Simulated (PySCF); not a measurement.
Isomers of C7H14S2. Theory: PBE0-D3(BJ)/def2-SVP geometry optimisation, gas phase in PySCF 2.14.0. One conformer each; no zero-point energy, no entropy. No frequencies were run at this level. Point groups hold within 0.08 Å.

**Question.** Order them by energy at this level, lowest first, and give relative energies in kcal/mol.
A. `[CH3:1][CH:2]([CH3:3])[CH:4]1[CH2:5][S:6][CH2:7][S:8][CH2:9]1` with C1–C2–C4–C5 -166°, C2–C4–C5–S6 166°, C4–C5–S6–C7 60°, C5–S6–C7–S8 -60°, S6–C7–S8–C9 60°
B. `[CH3:1][CH:2]([CH3:3])[C@@H:4]1[CH2:5][CH2:6][CH2:7][S:8][S:9]1` with C1–C2–C4–C5 -49°, C2–C4–C5–C6 -62°, C4–C5–C6–C7 -62°, C5–C6–C7–S8 63°, C6–C7–S8–S9 -62°

**Answer.** B (0.0), A (8.4).

```tsv
SMILES	E (Eh)	E rel (kcal/mol)	dipole (D)	point group	A, B, C (MHz)
CC(C)[C@@H]1CCCSS1	-1070.54336	0.0	2.61	C1	1628, 990.9, 791.2
CC(C)C1CSCSC1	-1070.53004	8.4	2.26	C1	1825, 779.5, 631.5
```
